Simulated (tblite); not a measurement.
Compound: C7H4ClFO.
Structure used (GFN2-xTB), in Å, numbered top down from 1:
```
atom  x, y, z in Å
O1     2.8510    1.3689   -0.3332
C2     2.3053    0.3437   -0.0750
Cl3    3.2959   -1.0784    0.2947
C4     0.8601    0.1066   -0.0234
C5     0.2885   -1.1281    0.2848
C6    -1.0845   -1.2692    0.3123
C7    -1.8789   -0.1690    0.0301
F8    -3.2129   -0.3075    0.0577
C9    -1.3375    1.0692   -0.2794
C10    0.0348    1.2014   -0.3049
H11    0.9210   -1.9740    0.5018
H12   -1.5463   -2.2148    0.5479
H13   -1.9896    1.9010   -0.4935
H14    0.4925    2.1496   -0.5421
```

Computed with GFN2-xTB (tblite): harmonic, unscaled wavenumbers at the GFN2-xTB geometry, gas phase. Against measured fundamentals such values can be off by several per cent, at times by over 20. One conformer, not necessarily the lowest.

**Question.** How many normal modes are there?

**Answer.** 14 atoms, non-linear: 3N − 6 = 36.

**Question.** What is the point group of the computed structure, and how do the modes divide by symmetry?

**Answer.** Cs. The vibrations span 25 a′ + 11 a″.

**Question.** How many distinct wavenumbers does the calculation give?

**Answer.** 36: Cs has no degenerate species.

**Question.** How many fundamentals are allowed in the infrared by symmetry?

**Answer.** 36 of 36: in Cs every mode is allowed. All fundamentals are allowed in the Raman spectrum.

**Question.** Which of the modes above 1550 cm⁻¹ are stretches that can be named?

**Answer.** C=O 1787; aromatic C–H 3102, 3108, 3115, 3117; not assigned to one kind of bond 1573, 1587 cm⁻¹.

**Question.** How large is the harmonic zero-point energy?

**Answer.** ½Σν̃ = 19619 cm⁻¹ = 56.1 kcal/mol (36 modes), 24.9 kcal/mol of it from above 1550 cm⁻¹.

**Question.** How are the modes spread over the spectrum?

**Answer.** 3 under 200 cm⁻¹; 8 from 200 to 600 cm⁻¹; 9 from 600 to 1000 cm⁻¹; 9 from 1000 to 1550 cm⁻¹; 3 from 1550 to 2000 cm⁻¹; 4 above 2600 cm⁻¹.

**Question.** Give the mode at 3117.2 cm⁻¹ as a wavelength, a frequency, a period and a quantum of energy.

**Answer.** 3.208 μm, 93.45 THz, 10.7 fs, 386.5 meV or 37.29 kJ/mol.
